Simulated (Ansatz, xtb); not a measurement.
**C5H5F3O: 3 structures ranked**

3 gas-phase structures of C5H5F3O, from a drawn sample of its isomers (lower ones may exist). Each was relaxed with GFN2-xTB; where two conformers were screened, the lower at r2SCAN-D4/def2-SVP//GFN2-xTB is listed:

A. `C=C(O)CC(F)=C(F)F`, a singlet
B. `C/C(O)=C\C(F)=C(F)F`, a singlet
C. `CC(=O)CC(F)=C(F)F`, a singlet

**Question.** Which do you expect lowest at r2SCAN-D4/def2-SVP//GFN2-xTB, and how would the others follow?

**Answer.** Calculated order at r2SCAN-D4/def2-SVP//GFN2-xTB: C (0.0), B (30.7), A (55.1) kJ/mol.

Energies above the lowest of each column, in kJ/mol; the last columns are at r2SCAN-D4/def2-SVP geometries:

```tsv
structure	GFN2-xTB	HF/STO-3G	r2SCAN-D4/def2-SVP//GFN2-xTB	r2SCAN-D4/def2-SVP	CCSD(T)/def2-SVP + ΔMP2/def2-TZVPP
C	0.0	0.0	0.0	0.0	0.0
B	8.8	61.3	30.7	31.8	38.0
A	35.4	78.1	55.1	54.4	45.0
```

Every level run on C puts it lowest or level with the lowest. Some further structures that were screened fall inside this span and aren't listed. Flexible structures stand in one conformer each, not always the lowest. ΔMP2 is the change of the MP2 energy from the smaller to the larger basis.

Programs: Ansatz 0.2.0, xtb 6.7.1.
